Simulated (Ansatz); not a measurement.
Cartesian coordinates in Å:
```
O -0.022 1.402 1.724
C 0.006 0.646 0.806
C -1.045 0.368 -0.285
O -0.343 -0.635 -1.027
Si 1.060 -0.704 -0.119
H -1.983 -0.016 0.128
H -1.253 1.253 -0.897
H 1.297 -2.019 0.531
H 2.282 -0.295 -0.860
```

Total charge 0; spin multiplicity 1.

Question: List the PBE0/def2-TZVPP orbital energies in eV (Ansatz 0.2.0). (Estimate.)

Answer: The calculation gave: Occupied: -1803.53, -523.31, -523.04, -280.93, -280.12, -145.80, -100.50, -100.44, -100.42, -30.11, -29.00, -20.29, -17.35, -14.17, -13.88, -13.65, -13.23, -11.46, -11.34, -10.59, -10.02, -8.56, -7.07. Lowest empty: -1.69, -0.71, 0.93, 1.68, 2.16, 2.62, 3.14, 3.38.
